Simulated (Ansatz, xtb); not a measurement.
**Isomers of AlH6O3P in order of energy**

4 gas-phase structures of AlH6O3P, from a drawn sample of its isomers (lower ones may exist). Each was relaxed with GFN2-xTB; where two conformers were screened, the lower at r2SCAN-D4/def2-SVP is listed:

A. `[OH][Al-]([OH])([OH])[PH3+]`, a singlet
B. a singlet given by its coordinates
C. a singlet given by its coordinates
D. `O[PH2+][AlH-]([OH])[OH]`, a singlet

C (Å):

| atom | x (Å) | y (Å) | z (Å) |
| --- | --- | --- | --- |
| Al | -0.6926 | -0.6339 | -1.8181 |
| O | -2.2898 | -0.2614 | -1.7668 |
| O | 0.5254 | 0.4740 | -2.3946 |
| O | -0.2814 | -1.6450 | -3.4519 |
| P | 1.0412 | -1.1480 | -3.9227 |
| H | -3.2280 | -0.1610 | -1.8049 |
| H | -0.0725 | -1.5282 | -0.7642 |
| H | 0.9091 | 1.3282 | -2.2180 |
| H | 1.4431 | -2.0820 | -4.8787 |
| H | 2.0765 | -1.1900 | -3.0281 |
| H | 1.0503 | 0.0159 | -4.6486 |

Close contacts (Å): Al1–O2 1.64, Al1–O3 1.74, Al1–O4 1.96, Al1–P5 2.77, O4–P5 1.49, Al1–H7 1.51, O2–H6 0.94, O3–H8 0.95, P5–H9 1.40, P5–H10 1.37, P5–H11 1.37.

B (Å):

```yaml
atoms:
  - { symbol: Al, position_ang: [0.7945, 1.6636, -0.7810] }
  - { symbol: O, position_ang: [0.6037, 1.7298, 0.9385] }
  - { symbol: O, position_ang: [0.8185, -0.1827, -0.9444] }
  - { symbol: O, position_ang: [0.5449, -0.6995, 1.4977] }
  - { symbol: P, position_ang: [0.7214, -1.2731, 0.0826] }
  - { symbol: H, position_ang: [0.5162, 2.2869, 1.7056] }
  - { symbol: H, position_ang: [-0.5020, 2.0308, -1.5371] }
  - { symbol: H, position_ang: [2.2228, 2.0417, -1.2346] }
  - { symbol: H, position_ang: [1.8597, -2.0542, 0.0689] }
  - { symbol: H, position_ang: [-0.3521, -2.0980, -0.1883] }
  - { symbol: H, position_ang: [0.5581, 0.3602, 1.3435] }
```

Close contacts (Å): Al1–O2 1.73, Al1–O3 1.85, O3–P5 1.50, O4–P5 1.54, Al1–H7 1.55, Al1–H8 1.55, O2–H6 0.95, O4–H11 1.07, P5–H9 1.38, P5–H10 1.38.

Question: Make a reasoned guess at their ranking by r2SCAN-D4/def2-SVP single-point energy.

Answer: Calculated order at r2SCAN-D4/def2-SVP: A (0.0), C (82.8), B (100.5), D (146.8) kJ/mol.

Energies above the lowest of each column, in kJ/mol:

```tsv
structure	GFN2-xTB	HF/STO-3G	r2SCAN-D4/def2-SVP
A	58.6	0.0	0.0
C	0.0	209.3	82.8
B	25.8	149.5	100.5
D	51.4	114.5	146.8
```

r2SCAN-D4/def2-SVP puts A lowest; GFN2-xTB picks C. Some further structures that were screened fall inside this span and aren't listed. Flexible structures stand in one conformer each, not always the lowest. No reliable frequencies are at hand for these structures.

Over these structures GFN2-xTB departs from r2SCAN-D4/def2-SVP by 53.6 kJ/mol on average once a common shift is removed. A GFN2-xTB relaxation took about 0.19 s and the r2SCAN-D4/def2-SVP energy about 1 s on a shared host (Ansatz 0.2.0, xtb 6.7.1).
